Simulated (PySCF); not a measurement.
# [La(NH3)]3+ at several levels of theory

Computed with PySCF 2.14.0 (density fitting, no spin-orbit coupling) at the geometry relaxed with PBE0:

```xyz
5
[La(NH3)]3+ (singlet)
La    0.0000    0.0000   -0.2150
N     0.0000    0.0000    2.2628
H     0.9394    0.0000    2.7191
H    -0.4697    0.8135    2.7191
H    -0.4697   -0.8135    2.7191
```

| level | basis | state | HOMO (eV) | gap (eV) | charge on La1 (e) | population of f-type functions on La1 (polarisation alone where 4f lies in the core) | dipole about the centre of mass (D) | largest force component (eV/Å) |
| --- | --- | --- | --- | --- | --- | --- | --- | --- |
| PBE0 | La lcecp-1-SVP with ECP46, N def2-SVP, H def2-SVP | singlet | -26.69 | 7.14 | 2.53 | 0.02 | 3.05 | 0.00 |
| PBE | the same | singlet | -25.34 | 4.80 | 2.48 | 0.02 | 3.39 | 0.37 |
| B3LYP | the same | singlet | -26.40 | 6.51 | 2.52 | 0.02 | 3.08 | 0.16 |

In the lcecp rows the 4f levels are missing from HOMO and gap, and the state counts the valence alone.

Charges are Mulliken's, which hang on the basis. The relaxation used the grid (50, 194), these runs (75, 302) or, all-electron (x2c bases, spin-free X2C Hamiltonian), (99, 590).

**Question.** What does PBE0 with La lcecp-1-TZVP with ECP46, N def2-TZVP, H def2-TZVP give here?

**Answer.** state singlet, HOMO (eV) -26.62, gap (eV) 7.13, charge on La1 (e) 2.59, population of f-type functions on La1 (polarisation alone where 4f lies in the core) 0.03, dipole about the centre of mass (D) 3.14, largest force component (eV/Å) 0.29. Time: 12 s on 2 threads of Arm Neoverse V1, on a shared host, from free ions and atoms.

In the first row's basis the gap widens with exact exchange: 4.8 eV for PBE (none); 6.5 to 7.1 eV for B3LYP, PBE0 (a fixed share).
